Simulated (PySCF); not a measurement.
Unrelated species, one level of theory. Theory: TDDFT CAM-B3LYP/def2-SVPD, vertical, gas phase, core orbitals frozen in the response (PySCF 2.14.0, density-fitted response routines). Geometries: GFN2-xTB; one conformer of each isolated species. Triplets are in the Tamm–Dancoff approximation. 'Strongest' means the level of largest summed f among the lowest 8 singlets; it needn't be the same kind of state in each.

Problem. Rank by computed lowest singlet excitation energy, lowest first.
A. `CC(=O)NC(F)=C1C=C1`
B. `N#C[SiH]1SCCS1`
C. `CN(C)C(=S)CO`
D. `C=CCc1ccoc1`
E. `CC#C[C@H]1CO[SiH2]C1`
F. `OC[C@@]12C=C[C@H]3[C@@H]1[C@H]32`
G. `CC/C=C\C#CC=O`
H. `CSC(F)(F)F`

Solution. G (3.80 eV), C (3.93 eV), A (4.17 eV), B (5.27 eV), H (5.55 eV), F (5.67 eV), D (6.13 eV), E (6.59 eV).

```
                          SMILES  S1 (eV)  α (au)  T1 (eV)  strongest (eV)  HOMO (eV)  LUMO (eV)    S1 mainly
                   CC/C=C\C#CC=O     3.80    95.9     2.96            4.75      -8.64      -1.27  H-1→L (85%)
                    CN(C)C(=S)CO     3.93    86.0     3.41            5.19      -7.84       0.11    H→L (98%)
              CC(=O)NC(F)=C1C=C1     4.17    81.2     3.14            5.42      -6.85       0.56    H→L (99%)
                  N#C[SiH]1SCCS1     5.27    99.2     4.93            5.63      -8.89      -0.22  H→L+1 (58%)
                      CSC(F)(F)F     5.55    48.8     5.00            9.09      -8.97       0.68    H→L (81%)
OC[C@@]12C=C[C@H]3[C@@H]1[C@H]32     5.67    75.1     3.62            5.67      -7.76       1.17    H→L (81%)
                     C=CCc1ccoc1     6.13    82.2     4.03            7.31      -7.87       1.06    H→L (86%)
            CC#C[C@H]1CO[SiH2]C1     6.59    96.4     5.53            7.40      -8.56       1.14    H→L (18%)
```

H and L stand for HOMO and LUMO.

- `CC/C=C\C#CC=O`: Löwdin shares by element: HOMO carbon 77% or more (atoms not listed hold the other 23%); LUMO carbon 50% or more, oxygen 18% (atoms not listed hold the other 32%).
- `CN(C)C(=S)CO`: S1 has the pattern of n→π* at C=S.
- `CC(=O)NC(F)=C1C=C1`: Löwdin shares by element: HOMO carbon 58% or more, nitrogen 14% (atoms not listed hold the other 28%); LUMO carbon 83% or more, hydrogen 8% or more.
- `N#C[SiH]1SCCS1`: Löwdin shares by element: HOMO sulfur 74%, silicon 7%, carbon 7% or more; LUMO silicon 26%, carbon 18% or more, nitrogen 16%, sulfur 13% or more (atoms not listed hold the other 27%).
- `CSC(F)(F)F`: Löwdin shares by element: HOMO sulfur 72%, carbon 17%; LUMO sulfur 56%, carbon 21%, hydrogen 6% or more (atoms not listed hold the other 17%).
- `OC[C@@]12C=C[C@H]3[C@@H]1[C@H]32`: Löwdin shares by element: HOMO carbon 77% or more (atoms not listed hold the other 23%); LUMO carbon 59% or more (atoms not listed hold the other 41%).
- `C=CCc1ccoc1`: Löwdin shares by element: HOMO carbon 82% or more (atoms not listed hold the other 18%); LUMO carbon 42% or more, oxygen 11% (atoms not listed hold the other 47%).
- `CC#C[C@H]1CO[SiH2]C1`: Löwdin shares by element: HOMO carbon 79% or more (atoms not listed hold the other 21%); LUMO carbon 32% or more, silicon 16% (atoms not listed hold the other 52%).
